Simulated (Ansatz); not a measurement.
`C[O][Sc]([F])[F]` + `CBS` → `[CH3][Sc]([F])[F]` + `COBS`  (redistribution)

Computed with Ansatz on PBE0-D4/def2-TZVP structures; ΔE is electronic, products minus reactants. CCSD(T)/CBS adds triple-zeta CCSD(T) − MP2 to the extrapolated MP2 energy (def2 sets, frozen cores). For Sc outer-core shells are correlated without core-valence functions, which leaves a few kJ/mol of doubt a bond. Scalar relativity is left out up to krypton. One conformer a species, not always the lowest.

`C[O][Sc]([F])[F]`:

Cartesian coordinates in Å:
```
C -1.161 -0.297 0.857
O -0.064 -0.009 0.056
Sc 1.389 0.359 -1.024
F 3.059 0.635 -0.273
F 1.185 0.437 -2.862
H -1.927 -0.841 0.291
H -0.868 -0.910 1.717
H -1.613 0.626 1.238
```

`CBS`:

```xyz
8

C     0.094    0.837   -0.709
B    -0.285   -0.262    0.328
S     0.924   -1.483    0.802
H    -0.059    1.828   -0.266
H    -0.597    0.792   -1.559
H     1.115    0.784   -1.091
H    -1.372   -0.314    0.822
H     0.180   -2.184    1.673
```

`[CH3][Sc]([F])[F]`:

Z-matrix (Å, degrees):
```
C
Sc 1 2.176
H 1 1.096 2 112.8
H 1 1.097 2 112.4 3 122.1
H 1 1.099 2 110.8 3 -119.3
F 2 1.843 1 117.8 3 -158.5
F 2 1.843 1 118.2 3 22.7
```

`COBS`:

Cartesian coordinates in Å:
```
C -0.122 0.073 -1.526
O -0.264 -0.620 -0.304
B 0.063 -0.059 0.873
S -0.170 -1.061 2.358
H 0.271 1.082 -1.369
H 0.560 -0.484 -2.172
H -1.097 0.135 -2.013
H 0.491 1.058 0.944
H 0.267 -0.122 3.210
```

```json
{"species": "`C[O][Sc]([F])[F]`", "HF/CBS(def2) energy (Eh)": "-1073.52937"}
{"species": "`CBS`", "HF/CBS(def2) energy (Eh)": "-463.07839"}
{"species": "`[CH3][Sc]([F])[F]`", "HF/CBS(def2) energy (Eh)": "-998.56461"}
{"species": "`COBS`", "HF/CBS(def2) energy (Eh)": "-538.01379"}
```

Work out ΔE.

ΔE = (-998.56461) + (-538.01379) − (-1073.52937) − (-463.07839) = 0.02936 Eh = +18.4 kcal/mol. CCSD(T)/CBS gives +19.3 kcal/mol.

Largest T1 diagnostic among the species: 0.016.

In def2-TZVPP, CCSD(T) changes the Hartree–Fock value by +0.9 kcal/mol (the triples alone add +0.2 kcal/mol) and MP2 by +1.9 kcal/mol. At CCSD(T), def2-SVP lies +3.7 kcal/mol from the extrapolated value and def2-TZVPP +0.3 kcal/mol.
